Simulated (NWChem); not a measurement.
System: SiH3SeF; SMILES F[Se][SiH3]

Output (shortened):

```
             Northwest Computational Chemistry Package (NWChem) 7.3.0
             --------------------------------------------------------

 CS  symmetry detected

                             Geometry "geometry" -> ""
                             -------------------------

 Output coordinates in angstroms (scale by  1.889725989 to convert to a.u.)

  No.       Tag          Charge          X              Y              Z
 ---- ---------------- ---------- -------------- -------------- --------------
    1 Se                  34.0000    -0.42614817     0.56048275     0.00000000
    2 F                    9.0000     1.25690649     1.14965052     0.00000000
    3 Si                  14.0000     0.17192941    -1.64843288     0.00000000
    4 H                    1.0000     0.95691564    -1.98492467     1.22070300
    5 H                    1.0000     0.95691564    -1.98492467    -1.22070300
    6 H                    1.0000    -1.14396374    -2.35535846     0.00000000

 Effective nuclear repulsion energy (a.u.)     260.0270428215

      Symmetry information
      --------------------

 Group name             Cs
 Group number              2
 Group order               2
 No. of unique centers     5

  pbe96 is a nonlocal functional; adding pw91lda local functional.

                                 NWChem DFT Module
                                 -----------------

 Summary of "ao basis" -> "ao basis" (spherical)
 ------------------------------------------------------------------------------
       Tag                 Description            Shells   Functions and Types
 ---------------- ------------------------------  ------  ---------------------
 Se                         def2-svp                12       32   5s4p3d
 F                          def2-svp                 6       14   3s2p1d
 Si                         def2-svp                 8       18   4s3p1d
 H                          def2-svp                 3        5   2s1p

      Symmetry analysis of basis
      --------------------------

        a'         54
        a"         25

            General Information
            -------------------
          SCF calculation type: DFT
          Wavefunction type:  closed shell.
          No. of atoms     :     6
          No. of electrons :    60
           Alpha electrons :    30
            Beta electrons :    30
          Charge           :     0
          Spin multiplicity:     1
          Use of symmetry is: on ; symmetry adaption is: on
          Maximum number of iterations: 150
          AO basis - number of functions:    79
                     number of shells:    35
          Convergence on energy requested:  1.00D-06
          Convergence on density requested:  1.00D-05
          Convergence on gradient requested:  5.00D-04

              XC Information
              --------------
          PerdewBurkeErnzerhof Exchange Functional  1.000
            Perdew 1991 LDA Correlation Functional  1.000 local
           PerdewBurkeErnz. Correlation Functional  1.000 non-local

             Grid Information
             ----------------
          Grid used for XC integration:  medium
          Radial quadrature: Mura-Knowles
          Angular quadrature: Lebedev.
          Tag              B.-S. Rad. Rad. Pts. Rad. Cut. Ang. Pts.
          ---              ---------- --------- --------- ---------
          Se                  1.15      112          10.0       590
          F                   0.50       49          11.0       434
          Si                  1.10       88           8.0       590
          H                   0.35       45          10.0       434
          Grid pruning is: on
          Number of quadrature shells:   339
          Spatial weights used:  Erf1

      Superposition of Atomic Density Guess
      -------------------------------------

 Sum of atomic energies:       -2789.04067797

      Non-variational initial energy
      ------------------------------

 Total energy =   -2789.455250
 1-e energy   =   -4403.193384
 2-e energy   =    1353.711091
 HOMO         =      -0.254372
 LUMO         =      -0.079410

      Symmetry analysis of molecular orbitals - initial
      -------------------------------------------------

  Numbering of irreducible representations:

     1 a'          2 a"

  Orbital symmetries:

     1 a'          2 a'          3 a'          4 a'          5 a'
     6 a"          7 a'          8 a'          9 a'         10 a'
    11 a"         12 a'         13 a'         14 a"         15 a'
    16 a'         17 a'         18 a"         19 a'         20 a"
    21 a'         22 a'         23 a'         24 a'         25 a"
    26 a'         27 a"         28 a'         29 a'         30 a"
    31 a'         32 a'         33 a"         34 a'         35 a'
    36 a'         37 a"         38 a'         39 a'         40 a'

   convergence    iter        energy       DeltaE   RMS-Dens  Diis-err
 ---------------- ----- ----------------- --------- --------- ---------
 d= 0,ls=0.0,diis     1  -2791.5297909189 -3.05D+03  2.07D-02  5.84D-01
 d= 0,ls=0.0,diis     2  -2791.3024427592  2.27D-01  1.39D-02  2.79D+00
 d= 0,ls=0.0,diis     3  -2791.5888628845 -2.86D-01  2.94D-03  1.09D-01
 d= 0,ls=0.0,diis     4  -2791.5974628241 -8.60D-03  1.41D-03  7.00D-03
 d= 0,ls=0.0,diis     5  -2791.5982786447 -8.16D-04  6.16D-04  1.25D-03
  Resetting Diis
 d= 0,ls=0.0,diis     6  -2791.5985093106 -2.31D-04  1.35D-04  7.09D-05
 d= 0,ls=0.0,diis     7  -2791.5985197766 -1.05D-05  4.70D-05  4.25D-06
 d= 0,ls=0.0,diis     8  -2791.5985187122  1.06D-06  3.14D-05  1.46D-05
 d= 0,ls=0.0,diis     9  -2791.5985201316 -1.42D-06  7.68D-06  1.07D-06
 d= 0,ls=0.0,diis    10  -2791.5985202247 -9.31D-08  6.13D-07  2.03D-09

         Total DFT energy =    -2791.598520224722
      One electron energy =    -4403.169507020755
           Coulomb energy =     1470.553683876056
    Exchange-Corr. energy =     -119.009739901572
 Nuclear repulsion energy =      260.027042821549

[...]
```

Level: PBE/def2-SVP, vertical spin-unrestricted ions. Structure relaxed at the PBE0/def2-SVP level.

**Question.** Which NWChem input produces such a log?

**Answer.** Several could match; the one computed here: the input that was run:
```
start job
memory heap 200 mb stack 900 mb global 1100 mb
geometry units angstroms noautoz
  Se    -0.429827     0.578039     0.000000
  F      1.244826     1.190680     0.000000
  Si     0.199075    -1.622299     0.000000
  H      0.988689    -1.947783     1.220703
  H      0.988689    -1.947783    -1.220703
  H     -1.106806    -2.347553     0.000000
end
basis spherical
  * library def2-svp
end
dft
  xc xpbe96 cpbe96
  iterations 150
  vectors input atomic output neutral.movecs
end
task dft energy
charge 1
dft
  odft
  mult 2
  vectors input atomic output cation.movecs
end
task dft energy
```
